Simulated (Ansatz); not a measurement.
System: YF$_{3}$ (charge 0, singlet). 
Geometry from a B3LYP-D3(BJ)/def2-TZVP (Ansatz, a first-principles code) optimisation:
```xyz
4

Y      0.0000     0.0000     0.0000
F     -1.7052    -1.0608     0.0711
F     -0.0020     1.8547    -0.7733
F      1.7072    -0.7939     0.7023
```
Charge 0, spin multiplicity 1.

Total electronic energies in hartree. Valence correlation only, unless marked. No spin-orbit coupling. Frozen are the shells of the preceding noble gas and the d and f shells that filled before the atom's block. Past Kr the def2 sets carry scalar-relativistic core potentials. STO-3G rows are all-electron and non-relativistic. CBS marks a two-point X^-3 extrapolation of the correlation energy; Hartree-Fock from the larger set. [CCSD(T)-MP2]/basis is that difference in the basis named.

```json
[
 {"level": "HF/STO-3G", "program": "Ansatz", "energy (Eh)": "-3591.83782"},
 {"level": "RI-HF/def2-QZVPP", "program": "Ansatz", "energy (Eh)": "-336.62844"},
 {"level": "PBE0-D4/def2-TZVPD", "program": "Ansatz + dftd4", "energy (Eh)": "-337.95919"},
 {"level": "PBE0/def2-TZVPD", "program": "Ansatz", "energy (Eh)": "-337.95729"},
 {"level": "BHLYP-D4/def2-TZVPD", "program": "Ansatz + dftd4", "energy (Eh)": "-338.07650"},
 {"level": "B2PLYP/def2-TZVPD", "program": "Ansatz", "energy (Eh)": "-337.97251"},
 {"level": "RI-MP2/def2-QZVPP", "program": "Ansatz", "energy (Eh)": "-337.54521"},
 {"level": "CCSD(T)/def2-SVPD", "program": "Ansatz", "energy (Eh)": "-336.92384"},
 {"level": "RI-MP2/CBS(def2-TZVPPD,def2-QZVPPD)+[CCSD(T)-MP2]/def2-TZVPPD", "program": "Ansatz", "energy (Eh)": "-337.6158"}
]
```

Totals of different functionals don't rank their quality; only differences between species are comparable.
